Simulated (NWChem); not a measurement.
Correlation energy of Ge (+1)

```xyz
1

Ge     0.0000     0.0000     0.0000
```
Charge +1, spin multiplicity 2.

The numbers come from NWChem runs, not from measurements.

Basis set: 6-311G**. Each correlation energy counts from its own Hartree-Fock reference.

The Hamiltonian is non-relativistic. The correlated methods keep 9 core orbitals frozen. The Pople sets run with spherical d functions. No SCF solution was tested for a lower state. Open-shell Hartree-Fock references start from PBE0 orbitals. Coupled-cluster values serve here as a point of comparison, not as the truth.

Task: Order these methods by the correlation energy they give, lowest first: UMP2, CCSD on ROHF, CCSD[T] on UHF, CCSD[T] on ROHF, SCS-UMP2.

Result: CCSD[T] on ROHF (-193.2 mHa), CCSD[T] on UHF (-189.5 mHa), CCSD on ROHF (-188.0 mHa), UMP2 (-179.7 mHa), SCS-UMP2 (-167.1 mHa)
